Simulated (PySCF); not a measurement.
Working out the ionisation energy of Cu

Cu [Ar] 3d10 4s1 (2S) → Cu+ [Ar] 3d10 (1S). Calculation: PySCF 2.14, in pcseg-2 (6s4p3d2f1g, 56 functions); the non-relativistic Hamiltonian (point nucleus). Frozen: [Ar]. Energies in hartree (1 hartree = 27.21139 eV):

| part | Cu (lower) | Cu+ (upper) |
| --- | --- | --- |
| UHF | -1638.930755 | -1638.695180 |
| MP2 opposite-spin | -0.275986 | -0.256843 |
| MP2 same-spin | -0.164577 | -0.150925 |

Q: What does Hartree-Fock give?

A: (-1638.695180) − (-1638.930755) = 0.235575 hartree = 6.410 eV.

Q: What do MP2 and SCS-MP2 (6/5 opposite-spin, 1/3 same-spin) give?

A: The opposite-spin parts differ by 0.521 eV and the same-spin parts by 0.371 eV. MP2: 6.410 + (0.521) + (0.371) = 7.302 eV. SCS-MP2: 6.410 + 1.2 × (0.521) + (0.371)/3 = 7.159 eV.

Measured between the centres of the two terms (NIST): 7.726 eV, so MP2 (valence) is off by -0.424 eV.

The calculation is non-relativistic.

What remains against the reference includes basis incompleteness, the frozen core and correlation beyond second order.
